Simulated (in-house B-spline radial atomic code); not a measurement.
Results of a calculation; reference values are marked as such.
# How size changes two electrons in a parabolic Si dot

For Si the NSM archive of the Ioffe Institute lists m_l = 0.98 m0, m_t = 0.19 m0 and ε = 11.7; the model takes one isotropic valley with the conductivity mass 3/(1/m_l + 2/m_t) = 0.26 m0, and so misses anisotropy and the other valleys. All triplets below are those of one valley; with several valleys two electrons can form a triplet in the 1s orbital itself, at an energy set by the valley splitting.

Effective-mass model with parabolic bands, a uniform dielectric constant, no image charges, no central-cell or spin-orbit terms. Two-electron levels come from full CI in B-splines with partial waves to l = 5 (up to 0.001 effective hartree above the limit).

Ha* = 51.68 meV, a* = 2.381 nm.

| ħω (meV) | s-p spacing (meV) | J_ss (meV) | charging energy, CI (meV) | gap to the lowest triplet, CI (meV) | leading natural occupation |
| --- | --- | --- | --- | --- | --- |
| 99.2 | 99.2 | 57.1 | 53.5 | 82.9 | 1.984 |
| 57.4 | 57.4 | 43.4 | 39.9 | 45.5 | 1.974 |
| 33.2 | 33.2 | 33 | 29.7 | 24.7 | 1.958 |
| 19.2 | 19.2 | 25.2 | 21.9 | 13.2 | 1.934 |
| 11.1 | 11.1 | 19.1 | 16.1 | 6.94 | 1.898 |
| 6.46 | 6.46 | 14.6 | 11.8 | 3.61 | 1.847 |
| 3.73 | 3.73 | 11.1 | 8.52 | 1.83 | 1.777 |
| 2.16 | 2.16 | 8.42 | 6.14 | 0.916 | 1.689 |
| 1.25 | 1.25 | 6.4 | 4.39 | 0.453 | 1.582 |
| 0.724 | 0.724 | 4.88 | 3.14 | 0.223 | 1.460 |
| 0.418 | 0.418 | 3.71 | 2.22 | 0.108 | 1.326 |
| 0.242 | 0.242 | 2.82 | 1.57 | 0.0523 | 1.188 |

(1) With what end-to-end powers of ħω do the columns change between the first and last rows?

(2) Where does repulsion overtake the orbital spacing, and what happens to the ratio of triplet gap to spacing?

Results:

(1) Spacing +1.00, J_ss +0.50, charging energy +0.59, triplet gap +1.22. The spacing is ħω and J_ss goes as √ω, so repulsion wins in large dots and, with correlation, bends the charging energy and the triplet gap away from these laws.

(2) J_ss passes the spacing between ħω = 33.2 and 19.2 meV. The ratio goes from 0.84 to 0.22, while the leading occupation goes from 1.984 to 1.188.
